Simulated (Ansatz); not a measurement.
Geometry optimisation, DFT PBEsol, scalar-relativistic, plane waves, PAW in Ansatz 0.2.0.

input.yaml

```yaml
accuracy: low
crystal:
  lattice:
    - [6.32, 0.0, 0.0]
    - [0.0, 6.32, 0.0]
    - [0.0, 0.0, 6.32]
  atoms:
    - { symbol: W, position: [0.0, 0.0, 0.0] }
    - { symbol: W, position: [0.5, 0.0, 0.0] }
    - { symbol: W, position: [0.0, 0.5, 0.0] }
    - { symbol: W, position: [0.0, 0.0, 0.5] }
    - { symbol: W, position: [0.25, 0.25, 0.25] }
    - { symbol: W, position: [0.5, 0.5, 0.0] }
    - { symbol: W, position: [0.5, 0.0, 0.5] }
    - { symbol: W, position: [0.75, 0.25, 0.25] }
    - { symbol: W, position: [0.0, 0.5, 0.5] }
    - { symbol: W, position: [0.25, 0.75, 0.25] }
    - { symbol: W, position: [0.25, 0.25, 0.75] }
    - { symbol: W, position: [0.5, 0.5, 0.5] }
    - { symbol: W, position: [0.75, 0.75, 0.25] }
    - { symbol: W, position: [0.75, 0.25, 0.75] }
    - { symbol: W, position: [0.25, 0.75, 0.75] }
    - { symbol: W, position: [0.75, 0.75, 0.75] }
    - { symbol: Li, position: [0.1221447, 0.747741, 0.5035954] }
basis:
  ecutwfc: 420.0
kpoints:
  mp_grid: { grid: [2, 2, 2] }
hamiltonian:
  xc: pbesol
scf:
  occupations: { method: fermi_dirac, width: 0.15 }
  lower_state_search: "off"
relax:
  f_tol: 0.08
  max_steps: 25
  adjacent_minimum: "off"
output:
  write_density: true
  write_potential: true
  elf: true
  volumetric_format: npy
```

Launched with:

```bash
$ ansatz run input.yaml --threads 2 --pin off --max-ram 5120MiB --backend cpu --events-out ev --progress --plain --runs-dir out
```

Q: Where does it end, and by what steps?

A: It converged. The threshold is loose, so the end isn't yet a minimum. The force dipped under the threshold on the way, but the program's further checks kept it going. Limits of this set-up: coarse k mesh, low accuracy level. After 7 steps the energy has fallen by 4.400 eV; Li17 moved furthest, 0.73 Å. The start is strongly strained (largest force component 8 eV/Å).

| step | energy less start (eV) | largest force component (eV/Å) | accepted |
| --- | --- | --- | --- |
| 0 | 0.0000 | 8.442 | yes |
| 1 | -3.5494 | 2.897 | yes |
| 2 | -3.9748 | 1.858 | yes |
| 3 | -4.2869 | 0.368 | yes |
| 4 | -4.3735 | 0.393 | yes |
| 5 | -4.3786 | 0.492 | yes |
| 6 | -4.3996 | 0.025 | yes |
| 7 | -4.3996 | 0.025 | yes |

```xyz
17
Lattice="6.3200 0.0000 0.0000 0.0000 6.3200 0.0000 0.0000 0.0000 6.3200" Properties=species:S:1:pos:R:3
W 0.044 -0.003 0.000
W 3.206 -0.012 0.002
W 0.044 3.163 0.000
W 0.050 0.348 3.161
W 1.701 1.580 1.507
W 3.206 3.171 0.002
W 3.206 -0.005 3.161
W 4.713 1.579 1.509
W 0.047 2.806 3.160
W 1.656 4.740 1.549
W 1.700 1.580 4.814
W 3.205 3.165 3.161
W 4.753 4.739 1.547
W 4.713 1.579 4.813
W 1.658 4.740 4.775
W 4.751 4.739 4.776
Li 0.039 4.736 3.165
```

Whether the end is a true minimum wasn't checked by a vibrational analysis.

Run time: 80 s on 2 threads of Arm Neoverse V1, with other jobs on the host, peak memory 0.77 GiB.
